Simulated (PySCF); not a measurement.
# RuCl₂, quintet: data card

Method: PySCF, UPBE0, basis Ru def2-SVP with ECP28, Cl def2-SVP (scalar-relativistic core potentials, no spin–orbit coupling, density fitting).

The structure is a minimum.

Z-matrix (Å, degrees; charge 0 multiplicity 5):
```
Ru
Cl 1 2.2555
Cl 1 2.2555 2 180.00
```

| Item | Value |
| --- | --- |
| Point group | D∞h |
| Bond lengths | Ru–Cl 2.255 Å (×2) |
| Bond angles | Cl–Ru–Cl 180.0° |
| Principal polarisabilities | 33.1, 33.1, 87.0 bohr³ |
| Rotational constants | 0.04738 cm⁻¹ |
| Entropy at 298.15 K and 1 bar (electronic part: spin only) | 303.6 J/(mol K) |
| Spin squared ⟨S²⟩ | 6.008 |
| Atomisation energy without zero-point energy | 745 kJ/mol |
| Zero-point energy | 5.4 kJ/mol |
| Principal quadrupole moments (Buckingham, traceless) about the centre of mass | -10.48, 5.24, 5.24 D Å |
| Lowest empty level (β) | -4.13 eV |
| Dipole moment | 0.00 D |
| Rotational symmetry number | 2 |
| Enthalpy at 298.15 K above 0 K | 14.60 kJ/mol |
| Heat capacity Cp at 298.15 K | 58.0 J/(mol K) |
| Highest occupied level (β) | -7.83 eV |

Harmonic modes (masses in u: Ru 101.904, Cl 34.969):
```json
{"symmetry": "πu", "ω (cm⁻¹)": "63", "IR (km/mol, summed over degenerate members)": "14.2", "μ (u)": "47.73"}
{"symmetry": "σg+", "ω (cm⁻¹)": "353", "IR (km/mol, summed over degenerate members)": "0.0", "μ (u)": "34.97"}
{"symmetry": "σu+", "ω (cm⁻¹)": "431", "IR (km/mol, summed over degenerate members)": "129", "μ (u)": "47.73"}
```

In D∞h the vibrations span πu + σg+ + σu+. The σg+ mode carries no infrared intensity, as symmetry demands. With a centre of inversion only u modes can be infrared active and only g modes Raman active.

Charges (e):
```
 atom  Mulliken  Löwdin  polar tensor  spin (Mulliken)  Mayer order to Ru1
  Ru1      0.45   -0.16          1.15             3.57                   –
Cl2,3     -0.23    0.08         -0.57             0.22                1.22
```

Mulliken populations on Ru1 (electrons outside its core potential): s 2.55, p 6.39, d 6.61, f 0.01.

Formally Ru is in oxidation state +2, d6, with 4 unpaired electrons (the high-spin count). The Mulliken spin on Ru is 3.57. The polar-tensor charge on Ru, 1.15, is far below the formal one.

Only a few start shapes were tried, so a lower isomer may exist. With open d or f shells other occupations or spin states may lie lower.

The final relaxation and frequency run took of the order of 110 core-seconds on a shared host.
